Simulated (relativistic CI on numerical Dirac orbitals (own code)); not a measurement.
**Crystal-field levels of Pt⁶⁺, 5d4**

Calculated by Dirac-Coulomb-Breit CI, KLI orbitals optimised for each configuration, a model potential for QED, valence Slater integrals scaled by 0.75, one configuration in a parametric crystal field (own radial code).

Field parameters in Wybourne normalisation: Td as Oh with Dq negative (B⁴₀ = 21Dq, B⁴₄ = √(5/14) B⁴₀). The field is a parameter set, without covalency.

S is read from ⟨S²⟩ = S(S + 1).

Levels (cm⁻¹, degeneracy): 0 (1), 7806 (3), 12796 (3), 14190 (2), 16304 (3), 17048 (3), 17837 (1), 18450 (2), 18786 (3), 18954 (1), 19507 (3), 23943 (1).

Problem. Which field gives this pattern?
A. Td, 10Dq = -8000 cm⁻¹
B. Td, 10Dq = -18650 cm⁻¹
C. Td, 10Dq = -11550 cm⁻¹
D. Td, 10Dq = -4450 cm⁻¹

Solution. D. Td, 10Dq = -4450 cm⁻¹, ground level with S = 1.54.
